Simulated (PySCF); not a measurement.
Compound: C₅H₉FO₂Si.
Numbering: `[CH3:1][O:2][C@@H:3]1[CH:4]=[C:5]([F:6])[SiH2:7][O:8][CH2:9]1`

Geometry (GFN2-xTB, Å), atoms numbered from 1 in this order:
```xyz
18
C5H9FO2Si angstrom
C     -2.104    0.066    0.609
O     -0.934   -0.605    0.208
C     -0.467   -0.312   -1.094
C      0.693   -1.238   -1.319
C      1.694   -1.143   -0.455
F      2.763   -1.963   -0.568
Si     1.658    0.315    0.754
O      0.910    1.451   -0.152
C      0.013    1.152   -1.173
H     -2.894   -0.036   -0.145
H     -1.925    1.128    0.801
H     -2.423   -0.414    1.533
H     -1.265   -0.468   -1.835
H      0.651   -1.958   -2.122
H      0.975   -0.011    1.999
H      2.986    0.891    0.918
H      0.498    1.316   -2.143
H     -0.839    1.837   -1.093
```

NICS is the negative of the GIAO shielding at a point without a nucleus: at the ring centre (0) and 1 Å above and below it (1); zz is the component along the ring normal. Level: GIAO PBE0/pcSseg-1 (PySCF, non-relativistic, gas phase) on the GFN2-xTB geometry, one conformer.

Ring bond lengths (Å), with Mayer bond orders in brackets: C3–C4 1.501 (1.02), C4–C5 1.326 (1.82), C5–Si7 1.894 (0.85), Si7–O8 1.634 (0.95), O8–C9 1.392 (0.90), C9–C3 1.543 (0.99).

Task: Give the NICS values of each ring in ppm.

Result: 
```
              ring                                                            type  NICS(0)  NICS(1), two faces  NICS(1)zz, two faces  rms pucker (Å)  centre to ring atoms, mean (Å)
C3–C4–C5–Si7–O8–C9  6-membered ring with O and Si; formal bonds 1 double, 5 single     -3.5         -2.9 / -6.5          -3.4 / -10.9            0.29                            1.49
```

Task: What can be read from them?

Result: 
- C3–C4–C5–Si7–O8–C9: mean NICS(1)zz -7.1 ppm, shielded. C3, Si7, C9 have four or more neighbours, so the value isn't read as a sign of a π ring current. The two faces differ by 7.5 ppm, so no symmetry operation interchanges them.

Task: What field does 9.4 T along the ring normal induce along that normal at the second NICS(1) probe listed for ring C3–C4–C5–Si7–O8–C9, 1 Å off the ring?

Result: NICSzz × B0 = -10.9 ppm × 9.4 T = -102 μT, against the applied field.

Task: How shielded are the nuclei of the rings and their hydrogens (means over atoms taken as equivalent)?

Result: 
```
atoms                 environment  σ isotropic (ppm)  principal values of the symmetric part, first atom (ppm)
   C3  sp3 carbon bound to oxygen              109.2                                         87.0, 93.0, 147.7
   C4            alkene CH carbon               58.5                                        -51.3, 75.9, 150.8
   C5          vinylic C–F carbon                4.1                                         -98.8, 37.6, 73.6
  Si7        oxygen-bound silicon              389.8                                       336.1, 392.8, 440.3
   O8          silyl ether oxygen              351.9                                       323.5, 354.7, 377.5
   C9  sp3 carbon bound to oxygen              124.5                                       102.5, 108.9, 162.1
  H13            methine hydrogen              27.90                                          24.9, 26.0, 32.8
  H14            vinylic hydrogen              24.97                                          23.1, 24.7, 27.1
  H15               Si–H hydrogen              26.56                                          22.6, 25.6, 31.5
  H16               Si–H hydrogen              26.69                                          23.0, 24.6, 32.5
  H17          methylene hydrogen              28.15                                          23.7, 26.1, 34.7
  H18          methylene hydrogen              27.23                                          23.9, 26.0, 31.7
```

Time: 70 s; peak memory 0.90 GiB. Hardware: one thread, Arm Neoverse N1 (aarch64) (shared host). This is the whole shielding run at PBE0/pcSseg-1, SCF included.
